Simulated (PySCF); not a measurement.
PySCF run on ZnO

The script input.py:

```python
from pyscf import gto, dft

mol = gto.M(
    atom='Zn 0 0 0; O 0 0 1.582',
    basis='jorge-dzp-dkh',
    charge=0,
    spin=0,
    verbose=4,
)
mf = dft.RKS(mol, xc='lc_wpbe')
mf = mf.sfx2c1e()
mf.kernel()
mf.stability(internal=True, external=True)
mf.dip_moment()
print('orbital energies (hartree):', mf.mo_energy[..., max(0, mol.nelec[1]-3):mol.nelec[0]+3].round(4))
```

```bash
$ python input.py
```

It prints (some set-up lines and the per-cycle HOMO/LUMO lines with their warnings removed):

```
PySCF version 2.14.0

[INPUT] verbose = 4
[INPUT] num. atoms = 2
[INPUT] num. electrons = 38
[INPUT] charge = 0
[INPUT] spin (= nelec alpha-beta = 2S) = 0
[INPUT] symmetry False subgroup None
[INPUT] Mole.unit = angstrom
[INPUT] Symbol           X                Y                Z      unit          X                Y                Z       unit  Magmom
[INPUT]  1 Zn     0.000000000000   0.000000000000   0.000000000000 AA    0.000000000000   0.000000000000   0.000000000000 Bohr   0.0
[INPUT]  2 O      0.000000000000   0.000000000000   1.582000000000 AA    0.000000000000   0.000000000000   2.989546729062 Bohr   0.0

nuclear repulsion = 80.2797285845765
number of shells = 24
number of NR pGTOs = 112
number of NR cGTOs = 58
basis = jorge-dzp-dkh
ecp = {}

******** <class 'pyscf.x2c.sfx2c1e.sfX2C1eRKS'> ********
method = sfX2C1eRKS
initial guess = minao
damping factor = 0
level_shift factor = 0
DIIS = <class 'pyscf.scf.diis.CDIIS'>
diis_start_cycle = 1
diis_space = 8
diis_damp = 0
SCF conv_tol = 1e-09
SCF conv_tol_grad = None
SCF max_cycles = 50
direct_scf = True
direct_scf_tol = 1e-13
XC library pyscf.dft.libxc version 7.0.0
    S. Lehtola, C. Steigemann, M. J.T. Oliveira, and M. A.L. Marques.,  SoftwareX 7, 1–5 (2018)
XC functionals = lc_wpbe
    O. A. Vydrov and G. E. Scuseria.,  J. Chem. Phys. 125, 234109 (2006)
radial grids:
    Treutler-Ahlrichs [JCP 102, 346 (1995); DOI:10.1063/1.469408] (M4) radial grids

becke partition: Becke, JCP 88, 2547 (1988); DOI:10.1063/1.454033
pruning grids: <function nwchem_prune>
grids dens level: 3
symmetrized grids: False
atomic radii adjust function: <function treutler_atomic_radii_adjust>
small_rho_cutoff = 0

******** <class 'pyscf.x2c.sfx2c1e.SpinFreeX2CHelper'> ********
approx = 1e
xuncontract = 1
Set gradient conv threshold to 3.16228e-05
Initial guess from minao.
tot grids = 34728
init E= -1870.72700202226
cycle= 1 E= -1870.31115628871  delta_E= 0.416  |g|= 1.28  |ddm|= 1.85
cycle= 2 E= -1868.08661966347  delta_E= 2.22  |g|= 3.35  |ddm|= 2.71
cycle= 3 E= -1870.61090522097  delta_E= -2.52  |g|= 0.393  |ddm|= 2.12
cycle= 4 E= -1870.62339633829  delta_E= -0.0125  |g|= 0.257  |ddm|= 0.329
cycle= 5 E= -1870.63122406406  delta_E= -0.00783  |g|= 0.0296  |ddm|= 0.118
cycle= 6 E= -1870.63137486804  delta_E= -0.000151  |g|= 0.0131  |ddm|= 0.0194
cycle= 7 E= -1870.63141695034  delta_E= -4.21e-05  |g|= 0.00107  |ddm|= 0.0102
cycle= 8 E= -1870.63141765759  delta_E= -7.07e-07  |g|= 0.000361  |ddm|= 0.00193
cycle= 9 E= -1870.63141772465  delta_E= -6.71e-08  |g|= 0.000118  |ddm|= 0.000685
cycle= 10 E= -1870.6314183069  delta_E= -5.82e-07  |g|= 5.37e-05  |ddm|= 0.000242
cycle= 11 E= -1870.6314183092  delta_E= -2.3e-09  |g|= 1.02e-05  |ddm|= 0.000143
cycle= 12 E= -1870.6314183094  delta_E= -2.05e-10  |g|= 2.28e-06  |ddm|= 5.54e-05
Extra cycle  E= -1870.63141830941  delta_E= -5e-12  |g|= 1.48e-06  |ddm|= 4.9e-06
converged SCF energy = -1870.63141830941
rhf_internal: lowest eigs of H = [0.28048504 0.28048765 0.58756159]
<class 'pyscf.x2c.sfx2c1e.sfX2C1eRKS'> wavefunction is stable in the internal stability analysis
rhf_real2complex: lowest eigs of H = [0.04536633 0.04536696 0.11640264]
<class 'pyscf.x2c.sfx2c1e.sfX2C1eRKS'> wavefunction is stable in the real -> complex stability analysis
rhf_external: lowest eigs of H = [-0.00948888  0.00828123  0.00828634]
<class 'pyscf.x2c.sfx2c1e.sfX2C1eRKS'> wavefunction has an RHF/RKS -> UHF/UKS instability
Dipole moment(X, Y, Z, Debye): -0.00000,  0.00000, -5.84578
orbital energies (hartree): [-0.4022 -0.3584 -0.3584 -0.0633  0.0755  0.0755]
```

In short: E(SCF) = -1870.631418 Eh, 12 cycles, μz(SCF) = -5.85 D, internal stable; real -> complex stable; RHF/RKS -> UHF/UKS unstable.

Wall time 21 s on one thread of a shared host.

The stability test finds a lower solution, so these numbers belong to a saddle point. The bond length is a typed value, not an optimised one.
